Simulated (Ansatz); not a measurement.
C2H6OSSi can be A, `SC1OC[SiH2]1`, or B, `CC(=S)[SiH2]O`.

Gas-phase electronic energies from Ansatz, PBE0-D4/def2-TZVP geometries. CBS: MP2 limit from def2 TZ/QZ plus the TZ coupled-cluster correction, frozen cores. DFT in def2-TZVPP. B3LYP here is the variant with VWN-RPA as its local correlation; programs differ in this. Each species was taken in one conformer, which may not be the lowest.

Q: Which isomer does CCSD(T)/CBS put lower? Give the gap. (An estimate is asked.)

A: The calculation gave: B, by 224.5 kJ/mol.

Q: Give E(B) − E(A) in kJ/mol with B3LYP-D4, MP2/def2-TZVPP, r2SCAN-D4, PBE-D4, CCSD(T)/def2-TZVPP, BLYP-D4, PBE0-D4. (Best estimate.)

A: Computed: B3LYP-D4 -222.6, MP2/def2-TZVPP -229.8, r2SCAN-D4 -216.7, PBE-D4 -201.6, CCSD(T)/def2-TZVPP -222.5, BLYP-D4 -223.0, PBE0-D4 -202.5. None reverses the order clearly.

Q: Does the order hold for the free energy at 298.15 K (harmonic terms from PBE0-D4)? (Best estimate.)

A: Ansatz gave: Yes: G(B) − G(A) = -225.8 kJ/mol, for one conformer each. Modes under 60 cm⁻¹, often nearly free rotors, make the harmonic entropy too high.

Largest T1 diagnostic: 0.015.

At CCSD(T), def2-SVP lies +11.4 kJ/mol from the extrapolated value and def2-TZVPP +1.9 kJ/mol. Leaving LDA and LC-ωPBE aside and taking each functional with its dispersion term where it has one, the values, not all of them listed here, spread over 28.3 kJ/mol, from B2PLYP to ωB97X-V. LDA lies +11.6 kJ/mol from PBE without D4.
